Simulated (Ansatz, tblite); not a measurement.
How methods differ on CH6OSeSi (SMILES CO[SiH2][SeH])

The species is CH6OSeSi (10 atoms), meant as a singlet with charge 0. As SMILES, `CO[SiH2][SeH]`. Geometry: relaxed at PBE0-D4/def2-TZVP. This is one conformer, not always the lowest.

| atom | x (Å) | y (Å) | z (Å) |
| --- | --- | --- | --- |
| C | 0.4595 | 1.5682 | 0.4558 |
| O | 0.7084 | 0.2136 | 0.1488 |
| Si | -0.4003 | -0.7377 | -0.5941 |
| Se | 0.2968 | -2.8887 | -0.5781 |
| H | 0.4311 | 2.1829 | -0.4506 |
| H | -0.4878 | 1.6934 | 0.9933 |
| H | 1.2698 | 1.9260 | 1.0925 |
| H | -1.7069 | -0.5912 | 0.1010 |
| H | -0.5519 | -0.3908 | -2.0315 |
| H | 0.0644 | -3.0268 | 0.8658 |

Each level gives the vertical ionisation energy (to the doublet cation) (eV). The values are calculated.

```csv
level,kind,program,value (eV),less CCSD(T)/6-31G*,CPU time (all runs)
GFN2-xTB,semi-empirical,tblite,13.21,+4.20,under 2 s
HF/6-31G* (spherical functions),Hartree–Fock,Ansatz,8.37,-0.64,8.7 s
SVWN5/6-31G* (spherical functions),LDA,Ansatz,9.11,+0.10,18 s
BLYP/6-31G* (spherical functions),GGA,Ansatz,8.82,-0.19,33 s
r2SCAN/6-31G* (spherical functions),meta-GGA,Ansatz,9.20,+0.19,85 s
BHLYP/6-31G* (spherical functions),global hybrid,Ansatz,9.26,+0.25,37 s
MP2/6-31G* (spherical functions),perturbation theory,Ansatz,9.08,+0.07,12 s
CCSD(T)/6-31G* (spherical functions),coupled cluster or CI,Ansatz,9.01,0.00,2.6 min
CCSD/6-31G* (spherical functions),coupled cluster or CI,Ansatz,8.98,-0.03,2 min
```

Differences are taken from CCSD(T)/6-31G* (spherical functions) for orientation; it has basis-set and higher-order errors of its own. All-electron rows without a relativistic Hamiltonian named are non-relativistic. The values span 8.37 to 13.21 eV. The xTB values lack the empirical shift that such differences need. In the correlated wave-function rows the outer d shell of Se is correlated, in sets not made for it. CPU times are rough (shared hosts, several kinds of processor and program).
